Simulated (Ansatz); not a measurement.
Start from `F[Si](S)(Cl)Cl` and change one atom or group to get `F[SiH](Cl)Cl`.

Ansatz, PBE0-D4/def2-TZVP geometries, multiplicity 1. Each molecule was computed in one conformer, which needn't be the lowest.

```
                                        property  `F[Si](S)(Cl)Cl`
             LUMO energy (B3LYP/def2-TZVPP) / eV             -0.51
               LUMO energy (PBE/def2-TZVPP) / eV             -1.26
size of the dipole moment (B3LYP/def2-TZVPP) / D              1.17
           LUMO energy (ωB97M-V/def2-TZVPP) / eV              1.81
           HOMO–LUMO gap (B3LYP/def2-TZVPP) / eV              7.55
             HOMO–LUMO gap (PBE/def2-TZVPP) / eV              5.78
```

Problem. What does the change do to each property? (Estimate.)

Solution. The calculation gave: 
```json
{"property": "LUMO energy (B3LYP/def2-TZVPP) / eV", "`F[SiH](Cl)Cl`": "0.00", "shift": "0.51"}
{"property": "LUMO energy (PBE/def2-TZVPP) / eV", "`F[SiH](Cl)Cl`": "-0.72", "shift": "0.54"}
{"property": "size of the dipole moment (B3LYP/def2-TZVPP) / D", "`F[SiH](Cl)Cl`": "1.01", "shift": "-0.16"}
{"property": "LUMO energy (ωB97M-V/def2-TZVPP) / eV", "`F[SiH](Cl)Cl`": "2.13", "shift": "0.32"}
{"property": "HOMO–LUMO gap (B3LYP/def2-TZVPP) / eV", "`F[SiH](Cl)Cl`": "9.36", "shift": "1.81"}
{"property": "HOMO–LUMO gap (PBE/def2-TZVPP) / eV", "`F[SiH](Cl)Cl`": "7.49", "shift": "1.71"}
```

With PBE0 the HOMO falls by 1.32 eV and the LUMO rises by 0.48 eV, so the gap widens by about 1.80 eV. PBE moves the HOMO by -1.17 eV and ωB97M-V by -1.36 eV. Dipoles are sizes alone; their direction can turn.

B3LYP here is the variant with VWN-RPA as its local correlation; programs differ in this.
